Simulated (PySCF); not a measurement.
C₅H₇FO, SMILES C[C@H]1CO/C1=C\F.

Geometry: B3LYP-D3(BJ)/def2-SVP. The structure was generated by enumeration; whether it is a known compound was not checked.

Level of theory: TDA-CAM-B3LYP/def2-SVPD (PySCF 2.14.0).

Vertical excitations. 

```json
[
 {"state": "S1", "energy (eV)": "5.79", "λ (nm)": "214", "f": "0.008", "main pairs": "HOMO→LUMO+1 85 %"},
 {"state": "S2", "energy (eV)": "6.34", "λ (nm)": "195", "f": "0.045", "main pairs": "HOMO→LUMO 81 %"},
 {"state": "S3", "energy (eV)": "6.88", "λ (nm)": "180", "f": "0.008", "main pairs": "HOMO→LUMO+2 63 %, HOMO→LUMO+3 21 %"},
 {"state": "S4", "energy (eV)": "7.07", "λ (nm)": "175", "f": "0.094", "main pairs": "HOMO→LUMO+3 69 %, HOMO→LUMO+2 21 %"},
 {"state": "S5", "energy (eV)": "7.57", "λ (nm)": "164", "f": "0.332", "main pairs": "HOMO→LUMO+4 78 %"},
 {"state": "S6", "energy (eV)": "7.68", "λ (nm)": "161", "f": "0.000", "main pairs": "HOMO→LUMO+5 74 %"},
 {"state": "T1", "energy (eV)": "4.17", "λ (nm)": "297", "f": "0", "main pairs": "HOMO→LUMO+4 33 %, HOMO→LUMO+3 28 %, HOMO→LUMO 17 %, HOMO→LUMO+2 7 %"},
 {"state": "T2", "energy (eV)": "5.44", "λ (nm)": "228", "f": "0", "main pairs": "HOMO→LUMO+1 82 %"}
]
```
Triplets are in the Tamm–Dancoff approximation.
